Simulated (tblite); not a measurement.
Compound: C6H8N2OSi.
Geometry (GFN2-xTB, Å), atoms numbered from 1 in this order:
```xyz
18
C6H8N2OSi angstrom
C      2.3367   -2.3312   -0.1151
C      1.9371   -1.2676    0.2612
C      1.4237    0.0116    0.6951
Si    -0.0994    0.5361   -0.3348
C     -0.8254    2.2248    0.1234
C      0.3632    0.5171   -2.1530
N      0.6581    0.5337   -3.2591
N     -1.3156   -0.7472   -0.3158
C     -1.8677   -1.0358    0.8741
O     -1.5811   -0.4295    1.8769
H      2.7123   -3.2592   -0.4269
H      2.2172    0.7578    0.6164
H      1.1365   -0.0611    1.7463
H     -0.0902    3.0159    0.0069
H     -1.1616    2.2256    1.1559
H     -1.6781    2.4701   -0.5040
H     -1.5721   -1.2961   -1.1203
H     -2.6023   -1.8587    0.8611
```

Computed with GFN2-xTB (tblite): harmonic, unscaled wavenumbers at the GFN2-xTB geometry, gas phase. The method is semi-empirical: single wavenumbers can be off by several per cent or more. One conformer, not necessarily the lowest.

Harmonic wavenumbers (cm⁻¹): 26.3, 62.0, 73.9, 91.4, 102.2, 114.0, 124.2, 156.4, 169.5, 183.6, 290.4, 292.0, 324.0, 343.3, 399.4, 542.5, 547.9, 630.3, 634.5, 660.3, 715.6, 760.8, 765.8, 808.2, 846.1, 848.5, 935.5, 1005.1, 1108.5, 1144.4, 1209.4, 1334.5, 1366.9, 1368.8, 1413.8, 1462.5, 1464.7, 1741.1, 2290.9, 2360.4, 2805.8, 2962.2, 2972.6, 3035.8, 3042.1, 3049.4, 3400.9, 3466.2.

A = 1214, B = 1045, C = 754.9 MHz; mass 152.041 u (most abundant isotopes); point group C1, symmetry number 1.

Question: What is the zero-point energy?

Answer: ½Σν̃ = 27727 cm⁻¹ = 331.69 kJ/mol.

Question: What is S at 200 K and 1 bar for an ideal gas of classical rigid rotors and harmonic oscillators?

Answer: Translation 163.22, rotation 121.36, vibration 134.16: S = 418.7 J/(mol K).

Question: And Cp and H(200 K) − H(0)?

Answer: Cp = 155.75 J/(mol K), of which vibrations give 122.50 (their classical limit is 48 R = 399.1); H(200 K) − H(0) = 20.49 kJ/mol without the zero-point energy, 13.84 from vibrations.

Question: Which modes carry the vibrational entropy at 200 K?

Answer: 26.3 cm⁻¹: 22.17; 62.0 cm⁻¹: 15.10; 73.9 cm⁻¹: 13.66; 91.4 cm⁻¹: 11.95; 102.2 cm⁻¹: 11.06; 114.0 cm⁻¹: 10.19 J/(mol K); the other 42 give 50.03 together.

Question: Blend soft modes into free rotors: weight 1/[1 + (100 cm⁻¹/ν̃)⁴] for the oscillator and the rest for a rotor with moment μB/(μ + B), μ = h/(8π²ν), B = 10⁻⁴⁴ kg m². What vibrational entropy results?

Answer: 122.79 J/(mol K) in place of 134.16, which changes −T·S at 200 K by +2.27 kJ/mol.

Question: How do the functions run with temperature in this model?

Answer: 
```json
{"T (K)": "150", "S (J/(mol K))": "377.2", "Cp (J/(mol K))": "133.6", "H − H(0) (kJ/mol)": "13.25", "G − H(0) (kJ/mol)": "-43.34", "ln q(vib)": "5.67"}
{"T (K)": "250", "S (J/(mol K))": "455.8", "Cp (J/(mol K))": "176.7", "H − H(0) (kJ/mol)": "28.80", "G − H(0) (kJ/mol)": "-85.14", "ln q(vib)": "9.84"}
{"T (K)": "298.15", "S (J/(mol K))": "488.5", "Cp (J/(mol K))": "195.5", "H − H(0) (kJ/mol)": "37.77", "G − H(0) (kJ/mol)": "-107.88", "ln q(vib)": "11.69"}
{"T (K)": "400", "S (J/(mol K))": "551.0", "Cp (J/(mol K))": "230.0", "H − H(0) (kJ/mol)": "59.50", "G − H(0) (kJ/mol)": "-160.88", "ln q(vib)": "15.38"}
{"T (K)": "600", "S (J/(mol K))": "654.3", "Cp (J/(mol K))": "279.6", "H − H(0) (kJ/mol)": "110.81", "G − H(0) (kJ/mol)": "-281.77", "ln q(vib)": "21.86"}
{"T (K)": "900", "S (J/(mol K))": "777.4", "Cp (J/(mol K))": "327.3", "H − H(0) (kJ/mol)": "202.40", "G − H(0) (kJ/mol)": "-497.29", "ln q(vib)": "30.21"}
```

q(vib) and H(0) count from the zero-point level.

Hindered rotation and anharmonicity are outside this model. Other conformers, if any are populated, would add a mixing term that is left out. The structure is chiral; the term R ln 2 for an equal mix with its mirror image is left out.

The run took 1.4 s on Arm Neoverse N1, one thread, no GPU, shared host with 64 logical CPUs at a one-minute load of 58. This covers the Hessian and the dipole derivatives.
